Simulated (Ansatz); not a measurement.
```yaml
crystal:
  periodic: [false, false, false]
  atoms:
    - {symbol: N, position_ang: [-0.091310, 0.513849, 2.571934]}
    - {symbol: Ga, position_ang: [-0.306573, -0.278159, 0.979404]}
    - {symbol: F, position_ang: [-1.077296, -1.844485, 0.874680]}
    - {symbol: O, position_ang: [0.301068, 0.397591, -0.530123]}
    - {symbol: Si, position_ang: [0.373147, -0.025424, -2.108774]}
    - {symbol: H, position_ang: [0.184037, 1.478219, 2.642679]}
    - {symbol: H, position_ang: [-0.589749, 0.192085, 3.383624]}
    - {symbol: H, position_ang: [-0.989523, -0.222622, -2.673538]}
    - {symbol: H, position_ang: [1.147371, -1.282918, -2.292176]}
    - {symbol: H, position_ang: [1.048819, 1.071875, -2.847718]}
basis:
  gaussian: {orbitals: "6-31G*", final_grid: {core_spheres: 1, valence_spheres: 1, degree: 5}}
hamiltonian: {xc: {name: wB97M-V}}
accuracy: high
output: {forces: true}
```

```sh
$ ansatz run in.yaml --threads 2 --pin off --events-out ev --progress --plain --max-ram 31744MiB --backend cpu
```

Output, abridged:

```
Functional definition: wB97M-V
2301 factors; integrals over basis functions are off by at most 6.6e-9 eV
448 factors; integrals over basis functions are off by at most 2.3e-9 eV
mean field evaluation 1: about -66572.4375 eV, gradient 6.8e1 eV
mean field evaluation 2: about -66570.5973 eV, gradient 7.9e1 eV
mean field evaluation 4: about -66580.5729 eV, gradient 2.6e0 eV
mean field evaluation 8: about -66566.7740 eV, gradient 5.6e1 eV
mean field evaluation 16: about -66570.0105 eV, gradient 5.4e-3 eV
mean field -66570.01049797 eV, -2446.4027630265 hartree, gradient 7.7e-8 eV, S^2 0.000000; 0 other end points of the search recorded, 0 dependent functions left out
reference -66570.01052681 eV, -2446.4027640864 hartree; 37, 37 occupied and 72, 72 virtual orbitals, 2301 factors
Total energy: -66570.01052681 eV, -2446.4027640864 hartree
Atom 0 at    -0.091310     0.513849     2.571934 Å, force    -0.387957     1.846247     4.653502 eV/Å
Atom 1 at    -0.306573    -0.278159     0.979404 Å, force    -3.086509    -4.312957     2.271407 eV/Å
Atom 2 at    -1.077296    -1.844485     0.874680 Å, force     1.972950     3.881977     0.436093 eV/Å
Atom 3 at     0.301068     0.397591    -0.530123 Å, force     0.807672    -1.846909    -9.292373 eV/Å
Atom 4 at     0.373147    -0.025424    -2.108774 Å, force    -0.230707     1.451348     5.753361 eV/Å
Atom 5 at     0.184037     1.478219     2.642679 Å, force    -1.089745    -3.066836    -0.336555 eV/Å
Atom 6 at    -0.589749     0.192085     3.383624 Å, force     1.758664     1.324230    -3.623903 eV/Å
Atom 7 at    -0.989523    -0.222622    -2.673538 Å, force     0.454437     0.355527    -0.114648 eV/Å
Atom 8 at     1.147371    -1.282918    -2.292176 Å, force     0.022370     0.627325    -0.148099 eV/Å
Atom 9 at     1.048819     1.071875    -2.847718 Å, force    -0.221174    -0.259951     0.401215 eV/Å
Dipole moment:     0.007105     0.398947     0.384331 e Å
```

**Question.** Something in this input is off. What?

**Answer.** The integration grid is far too coarse. The calculation finished and met its thresholds. The result belongs to that input, not to the molecule as meant.
